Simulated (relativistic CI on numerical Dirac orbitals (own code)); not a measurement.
## Energy levels of Pb⁶⁺

Method of calculation: Dirac-Coulomb-Breit CI, KLI orbitals optimised for each configuration, model QED (radiative potential, 1s self-energy scaled to tabulated hydrogen-like ionisation energies), unscaled Slater integrals (own radial code, finite nucleus).

Configuration list (outside the closed core [Kr] 4d10 4f14): 5s2 5p6 5d8, 5s2 5p6 5d7 6s, 5s2 5p6 5d7 5f, 5s2 5p6 5d7 6p, 5s2 5p5 5d9, 5s2 5p6 5d7 5g, 5s2 5p6 5d7 6d, 5s2 5p6 5d7 7s, 5s2 5p6 5d6 6s 6p, 5s2 5p6 5d7 7p, 5s2 5p6 5d7 6f, 5s2 5p6 5d7 7d, 5s2 5p6 5d7 8s, 5s2 5p6 5d7 8p, 5s2 5p5 5d8 5f, 5s2 5p6 5d6 5f 6s, 5s 5p6 5d9, 5s2 5p6 5d7 7f, 5s2 5p5 5d8 5g, 5s2 5p5 5d8 6s, 5s2 5p5 5d8 6p, 5s 5p6 5d8 5f, 5s2 5p6 5d6 6s2, 5s2 5p6 5d5 5f 6s2, 5s2 5p6 5d5 6s2 6p, 5s2 5p6 5d5 5g 6s2, 5s2 5p6 5d5 6s2 6d. Double excitations out of closed p, d and f shells are left out; levels of such configurations are missing from the list, as are those of other unlisted configurations, and high levels can miss mixing partners.

The lowest level is 5s2 5p6 5d8 3F_4, with 94 % of that term; Hund's rules for 5s2 5p6 5d8 give 3F with J = 4, in agreement.

```tsv
No.	Configuration	Term	J	E (cm⁻¹)	%	Landé g
1	5s2 5p6 5d8	3F	4	0.0	94	1.236
2	5s2 5p6 5d8	1D	2	11154.9	49	1.097
3	5s2 5p6 5d8	3F	3	20733.7	99	1.083
4	5s2 5p6 5d8	3P	0	30670.1	80	
5	5s2 5p6 5d8	3P	2	31054.7	51	1.110
6	5s2 5p6 5d8	3P	1	37259.6	99	1.501
7	5s2 5p6 5d8	1G	4	40807.8	94	1.013
8	5s2 5p6 5d8	1D	2	51147.2	47	0.959
9	5s2 5p6 5d8	1S	0	88375.5	80	
10	5d7(4F) 6s	5F	5	167323.0	83	1.365
11	5d7(4F) 6s	5F	4	177644.3	57	1.260
12	5d7(4F) 6s	5F	3	186651.1	59	1.322
13	5d7(2P) 6s	3P	2	186831.1	37	1.388
14	5d7(4F) 6s	5F	1	189291.1	36	0.633
15	5d7(4F) 6s	5F	2	191677.0	41	1.247
16	5d7(4F) 6s	3F	4	192559.4	42	1.236
17	5d7(4P) 6s	5P	3	195114.6	54	1.447
18	5d7(4P) 6s	5P	1	201054.4	40	1.426
19	5d7(2G) 6s	3G	5	203195.3	56	1.179
20	5d7(4F) 6s	3F	3	205136.9	52	1.220
21	5d7(2G) 6s	3G	4	208006.4	34	1.030
22	5d7(4F) 6s	3F	2	208178.4	44	1.041
23	5d7(2P) 6s	1P	1	211110.4	32	1.453
24	5d7(4P) 6s	3P	2	211402.2	55	1.382
25	5d7(2H) 6s	3H	6	212573.2	100	1.166
26	5d7(2P) 6s	3P	0	215854.0	99	
27	5d7(2G) 6s	3G	3	217006.4	72	0.855
28	5d7(2H) 6s	3H	5	217745.4	53	1.032
29	5d7(2G) 6s	1G	4	219433.0	35	1.061
30	5d7(2D) 6s	3D	3	226092.8	53	1.257
```

Energies count from the lowest computed level. Percentages are summed over parent terms; the parents shown are those of the largest component, closed shells are left out there.

The mean weight of the leading LS term, summed over parents, in these 30 levels is 61 %, and that of the leading jj configuration (from the same eigenvectors) 81 %, so jj coupling describes them better and the LS labels are nominal.

At this charge configurations can still be misplaced by up to about 7 % of their energy. Terms inside the open d or f shell come out 10 to 20 % too wide with unscaled integrals. Levels and lines within the n = 5 or 6 shells can be off by up to 10 % or somewhat more, and those that change n by about 2 %, since core polarisation is missing.

LS names give the leading component of a level, which can be under half, so a name can repeat, a term be missing and a line seem to break the LS rules.
